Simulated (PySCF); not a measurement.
## How methods differ on the excitation energy of N+

N+ [He] 2s2 2p2 (3P) → N+ [He] 2s1 2p2 3d1 (high-spin determinant), as a difference of total energies. Calculation: PySCF 2.14, in aug-cc-pVTZ with one added diffuse shell each of s, p, d, f type (6s5p4d3f, 62 functions); the non-relativistic Hamiltonian (point nucleus). Correlated levels: valence: 1s2 frozen. The calculations carry no spin-orbit coupling.

```json
{"method": "UHF", "excitation energy (eV)": "28.022"}
{"method": "LDA", "excitation energy (eV)": "29.540"}
{"method": "PBE", "excitation energy (eV)": "29.329"}
{"method": "PBE0", "excitation energy (eV)": "29.400"}
{"method": "r2SCAN", "excitation energy (eV)": "29.169"}
{"method": "B97-3", "excitation energy (eV)": "29.783"}
{"method": "MN15", "excitation energy (eV)": "29.876"}
{"method": "BP86", "excitation energy (eV)": "29.480"}
{"method": "r2SCANh", "excitation energy (eV)": "29.228"}
{"method": "MP2 (valence)", "excitation energy (eV)": "29.561"}
{"method": "SCS-MP2 (valence)", "excitation energy (eV)": "29.929"}
```

Q: How much does correlation contribute at MP2 (valence)?

A: 29.561 − (28.022) = 1.539 eV, measured against UHF.

The promoted electron is Rydberg-like, and one or two diffuse shells describe it only roughly, which tends to raise the upper state.

The determinant of the upper state mixes LS terms, which raises its energy above the lowest term, most at the Hartree-Fock and MP2 levels.
